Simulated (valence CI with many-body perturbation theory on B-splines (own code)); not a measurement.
## Level structure of Sb⁴⁵⁺

Computed by relativistic CI+MBPT: four valence electrons over a frozen Dirac-Fock core [He], a basis of 11 s, 11 p, 9 d, 7 f, 5 g, 2 h, 1 i functions for each j, with the one-electron correlation potential Σ1, the two-electron term Σ2, the three-electron term Σ3, Breit, model QED; selected CI, second order for the rest (own B-spline code, finite nucleus).

No measured spectrum was set against this ion. As an estimate, large intervals hold to a few tenths of a per cent, small ones and those within an open d or f shell to about a per cent. Among the levels kept, up to 280 cm⁻¹ of a level comes from second order outside the variational space, and about a tenth of that is noise between levels of different J, which matters for small intervals.

Levels 91 to 111 of 111, with energies above the lowest level, (2s^2 2p1/2^2) J=0. "Leading %" is the weight of the configuration and term that name the level; weights of strongly mixed levels are sums over their largest components and can fall short. In the jj column 3d3/2^4 stands for four electrons in 3d with j = 3/2. Lifetimes count E1, E2, E3, M1 and M2 decay at the calculated energies, and are blank where another channel may lead or the interval is too uncertain; long ones can be off by a factor of two.

```
No.  Configuration  Term  J  E (eV)  Leading %  Second component  Lifetime                   Leading jj
 91        2s2p²3p   ³P°  1  5037.5         35  27 % 2s2p²3p ³S°   20.5 fs  2s 2p1/2 2p3/2 3p3/2 (90 %)
 92        2s2p²3p   ³P°  0  5039.1         82  17 % 2s2p²3p ¹S°    400 fs  2s 2p1/2 2p3/2 3p3/2 (99 %)
 93        2s2p²3p   ¹D°  2  5039.5         38  34 % 2s2p²3p ³D°   20.9 fs  2s 2p1/2 2p3/2 3p3/2 (96 %)
 94        2s2p²3d    ³D  2  5042.5         28   28 % 2s2p²3d ⁵P   2.38 fs  2s 2p1/2 2p3/2 3d3/2 (94 %)
 95        2s2p²3p   ³P°  1  5045.4         54  23 % 2s2p²3p ¹P°    195 fs  2s 2p1/2 2p3/2 3p3/2 (97 %)
 96        2s2p²3d    ³P  1  5045.7         32   28 % 2s2p²3d ⁵P   2.30 fs  2s 2p1/2 2p3/2 3d3/2 (85 %)
 97        2s2p²3d    ³F  3  5046.2         43   22 % 2s2p²3d ⁵D   2.26 fs  2s 2p1/2 2p3/2 3d5/2 (54 %)
 98        2s2p²3d    ³D  1  5047.7         32   17 % 2s2p²3d ³P   3.55 fs  2s 2p1/2 2p3/2 3d5/2 (83 %)
 99        2s2p²3d    ³G  5  5048.5         53   47 % 2s2p²3d ⁵F   79.4 ps  2s 2p1/2 2p3/2 3d5/2 (98 %)
100        2s2p²3d    ³F  2  5063.5         41   36 % 2s2p²3d ³P   8.37 fs  2s 2p1/2 2p3/2 3d5/2 (67 %)
101        2s2p²3d    ³D  3  5066.1         55   23 % 2s2p²3d ¹F   3.47 fs  2s 2p1/2 2p3/2 3d5/2 (90 %)
102          2p³3s   ³P°  2  5069.8         38    27 % 2p³3s ⁵S°   34.7 fs      2p1/2^2 2p3/2 3s (86 %)
103        2s2p²3d    ³F  4  5072.2         54   28 % 2s2p²3d ¹G   2.52 fs  2s 2p1/2 2p3/2 3d5/2 (85 %)
104        2s2p²3d    ³D  1  5075.7         58   14 % 2s2p²3d ¹P   3.01 fs  2s 2p1/2 2p3/2 3d5/2 (86 %)
105          2p³3s   ³D°  1  5077.5         25    25 % 2p³3s ¹P°   19.0 fs      2p1/2^2 2p3/2 3s (86 %)
106        2s2p²3d    ³G  3  5078.6         53   19 % 2s2p²3d ¹F   24.1 fs  2s 2p1/2 2p3/2 3d3/2 (97 %)
107        2s2p²3d    ³P  0  5081.6         75   21 % 2s2p²3d ¹S   2.70 fs  2s 2p1/2 2p3/2 3d5/2 (93 %)
108        2s2p²3d    ³F  2  5085.4         42   25 % 2s2p²3d ¹D   4.39 fs  2s 2p1/2 2p3/2 3d3/2 (68 %)
109        2s2p²3d    ³D  1  5085.6         57   18 % 2s2p²3d ¹P   11.1 fs  2s 2p1/2 2p3/2 3d3/2 (92 %)
110        2s2p²3d    ¹D  2  5094.3         33   18 % 2s2p²3d ³F   2.13 fs  2s 2p1/2 2p3/2 3d3/2 (84 %)
111        2s2p²3d    ¹P  1  5099.0         45   20 % 2s2p²3d ³D   2.36 fs  2s 2p1/2 2p3/2 3d3/2 (80 %)
```
